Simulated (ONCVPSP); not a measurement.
# Cr (Z = 24), ONCV: configuration errors across variants

| Quantity | Value |
| --- | --- |
| Element | chromium (Cr) |
| Generator | ONCVPSP 4.0.1 |
| Type | optimised norm-conserving Vanderbilt (ONCV) |
| Functional | PBE |
| Relativity | scalar-relativistic |
| Frozen core | [Ne] |
| Valence charge | 14 |
| Reference configuration | 3s2 3p6 3d5 4s1 |
| Partial waves | 3s+4s: rc 1.80 bohr, ncon 4, nbas 9, qcut 7.4 1/bohr, 3 projectors, debl 1.3 Ha; 3p: rc 0.95 bohr, ncon 4, nbas 8, qcut 8.5 1/bohr, 2 projectors, debl 4 Ha; 3d: rc 2.05 bohr, ncon 4, nbas 8, qcut 6.6 1/bohr, 2 projectors, debl 3 Ha |
| Local potential | polynomial inside 0.75 bohr (lpopt 3, dvloc0 3 Ha) |
| Core correction | Teter function, fcfact 5, rcfact 1.45 |

All-electron excitation energies from the reference (eV): (1) 3s2 3p6 3d5 4s0 6.902; (2) 3s2 3p6 3d4 4s0 22.954; (3) 3s2 3p6 3d4 4s1 7.988.

Errors AE − PS in meV (a dash: test not solved or not reliable):

```csv
change,(1),(2),(3),bound ghosts,GHOST(+) flags above zero
base,+9.1,+20,+50,none,none
s: qcut 4.5,+9.1,+19,+50,none,none
s: qcut 5.1,+9.0,+20,+50,none,none
s: qcut 5.8,+9.0,+20,+50,none,none
s: qcut 6.5,+9.0,+20,+50,none,none
s: qcut 7.2,+9.1,+20,+50,none,none
s: qcut 7.9,+9.2,+20,+50,none,none
s: qcut 8.8,+9.3,+20,+51,none,none
s: qcut 9.4,+9.3,+20,+51,none,none
s: qcut 10.9,+9.8,+20,+51,none,none
```

(1) Give the same row for: s: qcut 10.5.

## Answers

(1) +9.6, +20, +51; bound ghosts: none; GHOST(+) flags above zero: none.
